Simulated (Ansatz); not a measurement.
C2H4FGeNO, SMILES `[OH][GeH]1[NH]C=[C]1F` at its PBE0-D4/def2-TZVP geometry, where that method's forces vanish. Charge 0, multiplicity 1.

```xyz
10

O    -2.0737    1.0345   -0.1551
Ge   -0.8095   -0.1927   -0.2595
N     0.3682   -0.2495    1.2322
C     1.4452    0.0718    0.3545
C     0.9463    0.3406   -0.8607
F     1.5592    0.8628   -1.9165
H    -2.9577    0.6624   -0.1831
H    -1.4497   -1.5372   -0.6527
H     0.4997   -1.1205    1.7359
H     2.4720    0.1277    0.7050
```

Problem. What forces (eV/Å) does PBE-D4/def2-TZVPP give on these atoms in Ansatz 0.2.0? (An estimate is asked.)

Solution. Ansatz gave: 
```
O1  -0.010  0.655  0.067
Ge2 -0.103 -0.373 -0.283
N3  -0.011  0.251  0.425
C4   0.297 -0.080  0.362
C5  -0.201 -0.048 -0.225
F6   0.288  0.311 -0.565
H7  -0.427 -0.197 -0.014
H8  -0.082 -0.195 -0.041
H9   0.027 -0.320  0.194
H10  0.222 -0.004  0.081
```
